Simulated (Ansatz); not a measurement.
One change: `F[CH]([SiH3])[GeH3]` becomes `B[CH]([SiH3])[GeH3]`.

Ansatz, PBE0-D4/def2-TZVP geometries, multiplicity 1. 

Scalar relativity is left out up to krypton.

```tsv
property	`F[CH]([SiH3])[GeH3]`
HOMO energy (PBE0/def2-TZVPP) / eV	-8.19
LUMO energy (PBE0/def2-TZVPP) / eV	0.20
HOMO energy (ωB97M-V/def2-TZVPP) / eV	-10.39
LUMO energy (ωB97M-V/def2-TZVPP) / eV	1.80
HOMO–LUMO gap (PBE0/def2-TZVPP) / eV	8.39
size of the dipole moment (B3LYP/def2-TZVPP) / D	1.36
```

Question: What does the change do to each property? (Estimate.)

Answer: Computed: 
```
                                        property  `B[CH]([SiH3])[GeH3]`  shift
              HOMO energy (PBE0/def2-TZVPP) / eV                  -8.50  -0.31
              LUMO energy (PBE0/def2-TZVPP) / eV                  -1.30  -1.50
           HOMO energy (ωB97M-V/def2-TZVPP) / eV                 -10.70  -0.31
           LUMO energy (ωB97M-V/def2-TZVPP) / eV                   0.56  -1.24
            HOMO–LUMO gap (PBE0/def2-TZVPP) / eV                   7.20  -1.19
size of the dipole moment (B3LYP/def2-TZVPP) / D                   0.94  -0.42
```

With PBE0 the HOMO falls by 0.31 eV and the LUMO falls by 1.50 eV, so the gap narrows by about 1.19 eV. PBE moves the HOMO by -0.38 eV and ωB97M-V by -0.31 eV. Dipoles are sizes alone; their direction can turn.

B3LYP here is the variant with VWN-RPA as its local correlation; programs differ in this.
